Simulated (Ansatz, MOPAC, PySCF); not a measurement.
Noncovalent pair: H2 (SMILES [H][H]) (first 2 atoms) with CH2O2 (SMILES O=CO); geometry from B3LYP-D3(BJ)/def2-TZVP, rigid monomers moved along the line of their centres of mass till H2···H7 is 2.46 Å.
(charge 0, multiplicity 1):
```xyz
7

H      0.0150     0.4129    -0.4402
H     -0.0776    -0.1963    -0.0196
O     -0.1263    -1.1943     3.0377
C      0.0825    -0.1879     3.6528
O      0.2786     1.0240     3.1104
H      0.1425    -0.1184     4.7464
H      0.2199     0.9301     2.1442
```

Counterpoise-corrected where a basis set is named; no monomer relaxation. Rows marked so take none.

Correlated levels freeze the cores. CBS(a, b) extrapolates the correlation energy as X⁻³ and adds the Hartree–Fock energy of set b. Rows in 3-21G, 6-31G* carry no dispersion term and start afresh at each structure (6-31G* with six Cartesian d functions). The state that PM7 reach isn't checked; PM7 holds dispersion and hydrogen-bond terms.

Run with Ansatz (Gaussian orbitals); MOPAC for PM7 (differences of heats of formation); PySCF for 3-21G rows, 6-31G* rows, the dispersion terms. Values without a source in brackets are computed.

| level | interaction energy (kcal/mol) |
|---|---|
| PM7 | -0.25 |
| HF/3-21G (no counterpoise) | -0.62 |
| HF/6-31G* (no counterpoise) | -0.38 |
| PBE-D3(BJ)/def2-TZVPPD | -1.09 |
| B3LYP/def2-TZVPPD | -0.39 |
| PBE0/def2-TZVPPD | -0.74 |
| wB97M-V/def2-TZVPPD | -0.80 |
| SCS-MP2/aug-cc-pVTZ | -0.67 |
| CCSD(T)/CBS(aug-cc-pVDZ, aug-cc-pVTZ) | ? |

**Question.** Some entries are withheld; supply them.

**Answer.** 
- CCSD(T)/CBS(aug-cc-pVDZ, aug-cc-pVTZ), interaction energy (kcal/mol): -0.89

Ansatz is a program for electronic structure.
